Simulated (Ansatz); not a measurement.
The lowest singlet and triplet of AsH (SMILES [AsH]); geometries from B3LYP-D3(BJ)/def2-TZVP, each state relaxed from the structure named, with no frequency check, low spin by broken symmetry.
Singlet at the triplet's geometry (charge 0, multiplicity 1):
```tsv
atom	x (Å)	y (Å)	z (Å)
As	0.0000	0.0000	-0.0452
H	0.0000	0.0000	1.4904
```

A positive gap puts the triplet lower; no zero-point energy. R- takes a restricted singlet, here one determinant of a half-filled degenerate or near-degenerate pair, which mixes singlet states. U- takes an unrestricted singlet (broken symmetry where lower, unprojected). The triplet is unrestricted in single-reference levels. Active spaces average the two states.

Frozen-core correlation. Filled d and f shells under p-block atoms count as core.

Programs: Ansatz (Gaussian basis) for Hartree–Fock, density functionals and correlated methods. Each number belongs to the level named beside it.

```json
[
 {"level": "R-HF/cc-pVDZ", "gap E(singlet) − E(triplet), vertical, at the triplet's geometry (kcal/mol)": "45.10"},
 {"level": "U-SVWN5/def2-TZVPP (spin-contaminated)", "gap E(singlet) − E(triplet), vertical, at the triplet's geometry (kcal/mol)": "8.35"},
 {"level": "R-PBE/def2-TZVPP", "gap E(singlet) − E(triplet), vertical, at the triplet's geometry (kcal/mol)": "32.29"},
 {"level": "U-PBE/def2-TZVPP (spin-contaminated)", "gap E(singlet) − E(triplet), vertical, at the triplet's geometry (kcal/mol)": "7.91"},
 {"level": "U-r2SCAN/def2-TZVPP (spin-contaminated)", "gap E(singlet) − E(triplet), vertical, at the triplet's geometry (kcal/mol)": "7.33"},
 {"level": "U-PBE0/def2-TZVPP (spin-contaminated)", "gap E(singlet) − E(triplet), vertical, at the triplet's geometry (kcal/mol)": "8.21"},
 {"level": "U-wB97M-V/def2-TZVPP (spin-contaminated)", "gap E(singlet) − E(triplet), vertical, at the triplet's geometry (kcal/mol)": "7.95"},
 {"level": "SC-NEVPT2 on SA-CASSCF(6,5)/cc-pVQZ", "gap E(singlet) − E(triplet), vertical, at the triplet's geometry (kcal/mol)": "(withheld)"},
 {"level": "FIC-NEVPT4(SD) on SA-CASSCF(6,5)/cc-pVDZ", "gap E(singlet) − E(triplet), vertical, at the triplet's geometry (kcal/mol)": "(withheld)"}
]
```

Question: What belongs in the gaps?

Answer: 
- SC-NEVPT2 on SA-CASSCF(6,5)/cc-pVQZ, gap E(singlet) − E(triplet), vertical, at the triplet's geometry (kcal/mol): 22.25
- FIC-NEVPT4(SD) on SA-CASSCF(6,5)/cc-pVDZ, gap E(singlet) − E(triplet), vertical, at the triplet's geometry (kcal/mol): 26.63

Doubts at one or more of the structures used: a restricted determinant that unrestricted orbitals would lower (R-HF/cc-pVDZ, R-PBE/def2-TZVPP).

Ansatz is a quantum-chemistry and plane-wave program.
